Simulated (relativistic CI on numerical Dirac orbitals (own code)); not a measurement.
# Slater and spin-orbit integrals, Tm9+

These numbers are calculated, not measured: Dirac-Coulomb-Breit CI, separate exchange-only KLI orbitals for each configuration, model QED (radiative potential, 1s self-energy scaled to tabulated hydrogen-like ionisation energies), unscaled Slater integrals (own radial code, finite nucleus).

Slater integrals F^k, G^k are unscaled and averaged over j, outside the closed core [Ar] 3d10 4d10; ζ comes from projecting the Hamiltonian with its Breit term on Σ l·s of the shell.

- 4s2.4p6.4f11.5s2.5p: F^2(4f,4f) = 146800, F^4(4f,4f) = 92833, F^6(4f,4f) = 66994, ζ(4f) = 2762.3, F^2(4f,5p) = 66618, G^2(4f,5p) = 29926, G^4(4f,5p) = 24552, ζ(5p) = 45434 cm⁻¹; <r>(4f) = 0.667, <r^2>(4f) = 0.5435, <r>(5p) = 1.235, <r^2>(5p) = 1.704 (bohr units).
- 4s2.4p6.4f12.5s2: F^2(4f,4f) = 142840, F^4(4f,4f) = 90139, F^6(4f,4f) = 64993, ζ(4f) = 2607.3 cm⁻¹; <r>(4f) = 0.6821, <r^2>(4f) = 0.571 (bohr units).
- 4s2.4p6.4f11.5s.5p2: F^2(4f,4f) = 147270, F^4(4f,4f) = 93157, F^6(4f,4f) = 67236, ζ(4f) = 2799.8, G^3(4f,5s) = 34688, F^2(5p,5p) = 87102, F^2(4f,5p) = 66685, G^2(4f,5p) = 29837, G^4(4f,5p) = 24509, G^1(5s,5p) = 113640, ζ(5p) = 45133 cm⁻¹; <r>(4f) = 0.6653, <r^2>(4f) = 0.5404, <r>(5s) = 1.113, <r^2>(5s) = 1.382, <r>(5p) = 1.233, <r^2>(5p) = 1.7 (bohr units).

Averages of the first 10 configurations, taken without configuration mixing, which lowers the lowest level and can move excited configurations by several eV; other configurations of the list can lie among them:

```json
{"Configuration": "4s2.4p6.4f11.5s2.5p", "Parity": "even", "States": "2184", "Average energy above the lowest level (eV)": "13.1"}
{"Configuration": "4s2.4p6.4f12.5s2", "Parity": "even", "States": "91", "Average energy above the lowest level (eV)": "22.4"}
{"Configuration": "4s2.4p6.4f11.5s.5p2", "Parity": "odd", "States": "10920", "Average energy above the lowest level (eV)": "44.0"}
{"Configuration": "4s2.4p6.4f11.5p3", "Parity": "even", "States": "7280", "Average energy above the lowest level (eV)": "78.9"}
{"Configuration": "4s2.4p6.4f13.5s", "Parity": "odd", "States": "28", "Average energy above the lowest level (eV)": "62.5"}
{"Configuration": "4s2.4p6.4f13.5p", "Parity": "even", "States": "84", "Average energy above the lowest level (eV)": "93.3"}
{"Configuration": "4s2.4p6.4f12.5s.5p", "Parity": "odd", "States": "1092", "Average energy above the lowest level (eV)": "51.2"}
{"Configuration": "4s2.4p6.4f12.5p2", "Parity": "even", "States": "1365", "Average energy above the lowest level (eV)": "84.0"}
{"Configuration": "4s2.4p6.4f12.5s.5d", "Parity": "even", "States": "1820", "Average energy above the lowest level (eV)": "94.0"}
{"Configuration": "4s2.4p6.4f11.5s2.6s", "Parity": "odd", "States": "728", "Average energy above the lowest level (eV)": "78.2"}
```
